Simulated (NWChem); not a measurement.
System: CH2Cl2F2Si; SMILES FC(F)[SiH](Cl)Cl

```xyz
8

F      0.1252     2.3482     0.6468
C      0.7633     1.3370     0.0040
F      0.6039     1.5034    -1.3274
Si    -0.0051    -0.3245     0.5745
Cl    -1.9402    -0.4145    -0.0851
Cl     1.1137    -1.8361    -0.2498
H      1.8438     1.4109     0.2347
H      0.0284    -0.4321     2.0517
```
Atoms are numbered in this order, from 1.

Results from NWChem. Pople sets run with spherical d functions. All runs use the structure optimised with PBE0/def2-SVP. Atomic charges in e: unrestrained fits to the electrostatic potential beside Mulliken populations; buried atoms are poorly determined by the fit.

For level Hartree-Fock/6-31G*:

```
Item          Value
------------  -----
Mulliken F1   -0.42
Mulliken C2    0.46
Mulliken F3   -0.41
ESP Si4        0.60
Mulliken Si4   0.91
Mulliken Cl5  -0.30
```

Problem. How do the values read with level B3LYP/def2-SVP instead?

Solution. The Mulliken F1 comes out as -0.22 and the Mulliken C2 is 0.28. The Mulliken F3 comes out as -0.22, the ESP Si4 is 0.33 and the Mulliken Si4 is 0.62. The Mulliken Cl5 is -0.20.
